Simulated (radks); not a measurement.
Q: All-electron atom: La XLIV in [Ne] 3s2 3p2. All-electron calculation, non-relativistic Kohn-Sham, LDA (Slater exchange, Perdew-Wang correlation), spin-unpolarised, spherical densities, point nucleus; relativity is left out, which matters for an element this heavy. Program: a radial shooting solver on a logarithmic mesh with Libxc functionals. Some entries of the table are withheld. Estimate them.

orbital,occ.,eigenvalue (eV),<r> (bohr),<1/r> (bohr^-1)
1s,2,(1),0.02666,56.44
2s,2,-8305.564,(2),(3)
2p,6,-8029.313,(4),13.20
3s,2,(5),0.2682,5.495
3p,2,(6),0.2544,5.450

A: 
(1) 1s eigenvalue (eV): -39626.81
(2) 2s <r> (bohr): 0.1125
(3) 2s <1/r> (bohr^-1): 13.22
(4) 2p <r> (bohr): 0.09552
(5) 3s eigenvalue (eV): -3344.598
(6) 3p eigenvalue (eV): -3244.047
